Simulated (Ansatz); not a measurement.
Total energies of tetramethylammonium mesylate (C₅H₁₅NO₃S) from Ansatz at PBE0-D4/def2-TZVP, gas phase (1 Eh = 27.2114 eV = 2625.5 kJ/mol). The reference geometry is relaxed at PBE-D4/def2-SVP.

| state | geometry | energy (Eh) |
| --- | --- | --- |
| charge 0 singlet | reference | -877.68556 |
| charge 1 doublet | reference | -877.37854 |
| charge -1 doublet | reference | -877.64082 |
| charge -1 doublet | relaxed at PBE-D4/def2-SVP | -877.64704 |
| free C atom (triplet) | – | -37.80537 |
| free S atom (triplet) | – | -397.97371 |
| free O atom (triplet) | – | -75.01860 |
| free H atom (doublet) | – | -0.50104 |
| free N atom (quartet) | – | -54.54382 |

Question: Work out the vertical ionisation energy to the doublet.

Answer: E(charge 1 doublet) − E(charge 0 singlet) = -877.37854 − (-877.68556) = 0.30702 Eh = 8.35 eV. For comparison, −ε of the highest occupied level is 6.30 eV at this level, 2.05 eV less.

Question: Work out the vertical electron affinity, to the doublet.

Answer: E(charge 0 singlet) − E(charge -1 doublet) = -877.68556 − (-877.64082) = -0.04474 Eh = -1.22 eV; negative, so the extra electron isn't bound. The basis lacks diffuse functions, which makes affinities too small.

Question: Give the fundamental gap IE − EA, the Mulliken electronegativity (IE + EA)/2 and the hardness (IE − EA)/2.

Answer: From the values in Eh: IE − EA = 0.30702 − (-0.04474) = 0.35176 Eh = 9.57 eV; (IE + EA)/2 = 3.57 eV; (IE − EA)/2 = 4.79 eV. The HOMO–LUMO gap of the same run is 6.25 eV, 3.32 eV smaller than the fundamental gap.

Question: How much does the charge -1 doublet relax, and what is the adiabatic electron affinity?

Answer: Relaxation: -877.64082 − (-877.64704) = 0.00622 Eh = 0.17 eV. Adiabatic electron affinity: -0.03852 Eh = -1.05 eV, without zero-point energy. 

Question: What is the binding energy per atom against free atoms?

Answer: Atoms: 5 × (-37.80537) + 1 × (-397.97371) + 3 × (-75.01860) + 15 × (-0.50104) + 1 × (-54.54382) = -874.11578 Eh. Binding: -874.11578 − (-877.68556) = 3.56978 Eh = 97.14 eV, or 3.89 eV for each of 25 atoms (no zero-point energy, no counterpoise term).

At PBE0-D4/def2-TZVP the highest occupied level of the charge -1 doublet lies above zero (up to 2.58 eV). By energy differences it is unbound by 1.22 eV (vertical, to the charge 0 singlet, at PBE0-D4/def2-TZVP) and held by the finite basis. At PBE0-D4/def2-TZVP the highest occupied level of the relaxed charge -1 doublet lies above zero (up to 2.16 eV). By energy differences, losing it releases 1.05 eV (each at its own geometry, to the charge 0 singlet, at PBE0-D4/def2-TZVP).
